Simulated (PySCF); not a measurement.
**SMILES C[C@H]1COC=C[Si@@H]1F, C₅H₉FOSi**

Molfile (atoms numbered from 1):
```
C5H9FOSi
     RDKit          3D

 17 17  0  0  0  0  0  0  0  0999 V2000
   -2.0718   -0.5241   -0.4489 C   0  0  0  0  0  0  0  0  0  0  0  0
   -0.7372    0.1969   -0.2953 C   0  0  1  0  0  0  0  0  0  0  0  0
   -0.4186    0.3805    1.1878 C   0  0  0  0  0  0  0  0  0  0  0  0
    0.7070    1.1920    1.4801 O   0  0  0  0  0  0  0  0  0  0  0  0
    1.8803    0.9555    0.8728 C   0  0  0  0  0  0  0  0  0  0  0  0
    2.1401    0.1465   -0.1586 C   0  0  0  0  0  0  0  0  0  0  0  0
    0.7534   -0.7137   -1.0507 Si  0  0  2  0  0  4  0  0  0  0  0  0
    0.8244   -0.4267   -2.6429 F   0  0  0  0  0  0  0  0  0  0  0  0
   -2.3088   -0.6521   -1.5022 H   0  0  0  0  0  0  0  0  0  0  0  0
   -2.8772    0.0417    0.0185 H   0  0  0  0  0  0  0  0  0  0  0  0
   -2.0326   -1.5078    0.0149 H   0  0  0  0  0  0  0  0  0  0  0  0
   -0.8321    1.1915   -0.7438 H   0  0  0  0  0  0  0  0  0  0  0  0
   -0.2658   -0.6076    1.6474 H   0  0  0  0  0  0  0  0  0  0  0  0
   -1.2456    0.8754    1.7070 H   0  0  0  0  0  0  0  0  0  0  0  0
    2.6522    1.5495    1.3514 H   0  0  0  0  0  0  0  0  0  0  0  0
    3.1632    0.0794   -0.4909 H   0  0  0  0  0  0  0  0  0  0  0  0
    0.6620   -2.1649   -0.9567 H   0  0  0  0  0  0  0  0  0  0  0  0
  1  2  1  0
  2  3  1  0
  3  4  1  0
  4  5  1  0
  5  6  2  0
  6  7  1  0
  7  8  1  0
  7  2  1  0
  1  9  1  0
  1 10  1  0
  1 11  1  0
  2 12  1  6
  3 13  1  0
  3 14  1  0
  5 15  1  0
  6 16  1  0
  7 17  1  6
M  END
```

Level of theory: PySCF, TDDFT CAM-B3LYP/def2-SVPD circular dichroism and optical rotation, one conformer, gas phase. Geometry: GFN2-xTB.

States above about 8.4 eV (minus the energy of the highest occupied orbital) lie near or above the ionisation threshold and depend on the basis.

Assign R or S to each stereocentre.

C2 S, Si7 R.

List the lowest 16 singlet excitations with oscillator and rotatory strengths.

Rotatory strengths R in 10⁻⁴⁰ esu² cm², velocity form and length form (origin at the centre of mass); f in length form.
```csv
state,E (eV),λ (nm),f,R (velocity),R (length),main
1,6.11,203,0.148,-21.2,-20.0,HOMO→LUMO 0.94
2,6.62,187,0.033,+27.5,+19.8,"HOMO→LUMO+1 0.72, HOMO→LUMO+2 0.11"
3,6.90,180,0.005,-4.3,-5.0,HOMO−1→LUMO 0.82
4,7.12,174,0.012,-44.5,-37.4,"HOMO→LUMO+2 0.69, HOMO→LUMO+3 0.15"
5,7.62,163,0.006,+10.4,+10.3,"HOMO−2→LUMO 0.46, HOMO−1→LUMO+1 0.22"
6,7.69,161,0.006,-7.6,-8.2,"HOMO→LUMO+3 0.42, HOMO−2→LUMO 0.15"
7,7.75,160,0.013,+6.3,+6.0,"HOMO→LUMO+4 0.70, HOMO→LUMO+6 0.09"
8,7.81,159,0.010,+10.1,+10.5,"HOMO−1→LUMO+1 0.49, HOMO−2→LUMO 0.17"
9,7.96,156,0.018,+27.5,+25.2,"HOMO→LUMO+5 0.51, HOMO→LUMO+7 0.17"
10,8.08,153,0.005,+2.3,+2.1,"HOMO→LUMO+6 0.48, HOMO→LUMO+4 0.18"
11,8.30,149,0.004,-17.2,-17.7,"HOMO−1→LUMO+3 0.25, HOMO→LUMO+7 0.21"
12,8.40,148,0.030,+13.6,+13.9,"HOMO→LUMO+7 0.36, HOMO−1→LUMO+3 0.22"
13,8.51,146,0.003,-17.5,-15.6,"HOMO−1→LUMO+2 0.34, HOMO−3→LUMO 0.21"
14,8.53,145,0.011,-9.3,-9.3,"HOMO−1→LUMO+2 0.41, HOMO−3→LUMO 0.20"
15,8.72,142,0.040,-0.7,+0.4,"HOMO→LUMO+9 0.45, HOMO→LUMO+8 0.29"
16,8.77,141,0.030,-6.8,-7.7,"HOMO−2→LUMO+1 0.43, HOMO−3→LUMO 0.14"
```

For state 15 the two forms differ in sign, so the sign of R isn't settled.

Among the states computed, the strongest CD band (largest |R|) is state 4. The largest dissymmetry factor in size, g = 4R/(D+G), with D and G the electric and magnetic dipole strengths, is -0.058 for state 13 (velocity form, f = 0.004), among bands with |R| over 0.5. The mirror image has the same energies and oscillator strengths and all R with the opposite sign.
